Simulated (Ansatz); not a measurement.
`CBC[SiH2]O` + `[AlH2][SiH3]` → `CB[SiH2][AlH2]` + `C[SiH2]O`  (formal exchange of groups at a B–C bond)

Program: Ansatz. Geometries: PBE0-D4/def2-TZVP. ΔE: electronic, gas phase. CCSD(T)/CBS adds triple-zeta CCSD(T) − MP2 to the extrapolated MP2 energy (def2 sets, frozen cores). This one scheme is used for every species. Functionals use def2-TZVPP. HSE06 is defined as in plane-wave codes. Each species was taken in one conformer, which may not be the lowest.

```json
{"level": "HSE06", "ΔE (kJ/mol)": "21.6"}
{"level": "LC-ωPBE", "ΔE (kJ/mol)": "28.5"}
```

(1) What does CCSD(T)/CBS give? (Estimate.)

Largest T1 diagnostic among the species: 0.014.

Answers

(1) Computed: +27.7 kJ/mol. The listed levels differ from it by -6.1, 0.8 kJ/mol.

Leaving LDA and LC-ωPBE aside and taking each functional with its dispersion term where it has one, the values, not all of them listed here, spread over 14.6 kJ/mol, from PBE-D4 to ωB97M-V. LDA lies +5.4 kJ/mol from PBE without D4. From BLYP to BHLYP (50 % exact exchange), in def2-TZVPP and without D4, ΔE moves by +10.7 kJ/mol. At CCSD(T), def2-SVP lies +3.1 kJ/mol from the extrapolated value and def2-TZVPP +0.8 kJ/mol.
